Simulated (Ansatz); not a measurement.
The same path of CH3BrSZn (7 atoms, charge 0, multiplicity 1) was run twice with different band settings. The coordinate that changes most is the dihedral H6–C1–S2–Zn3.

Theory: RKS PBE0/def2-mTZVP (Ansatz 0.2.0).

Relaxed end points:

```xyz
7
Properties=species:S:1:pos:R:3
C -1.004 -0.313 0.627
S 0.575 -1.192 0.296
Zn 1.649 0.254 -0.905
Br 2.784 1.731 -2.154
H -0.849 0.601 1.198
H -1.547 -0.090 -0.289
H -1.609 -0.992 1.227
```

```xyz
7
Properties=species:S:1:pos:R:3
C -1.002 -0.308 0.633
S 0.744 -0.030 1.131
Zn 1.677 0.469 -0.756
Br 2.676 0.985 -2.697
H -1.535 -0.589 1.540
H -1.461 0.595 0.233
H -1.099 -1.121 -0.085
```

Common settings: movable images 5; climbing image yes; spring 5.0 eV/Å²; start path IDPP; force threshold 0.03 eV/Å; iteration limit 60; end points relaxed.

| run | optimiser | largest step |
| --- | --- | --- |
| 1 | quadratic models (default) | default |
| 2 | fire | 0.02 Å |

(1) What does each run give, and how far can it be trusted?

Answers

(1) Run 1: converged after 4 iterations, highest image 0.039 eV above the first end. A vibrational analysis at the climbing image gives one clearly imaginary mode, 126i cm⁻¹: a first-order saddle point.
Run 2: converged after 39 iterations, highest image 0.042 eV above the first end. Another band between the same ends (5 images) ends at a top of the same energy, where a vibrational analysis finds 1 clearly imaginary mode.
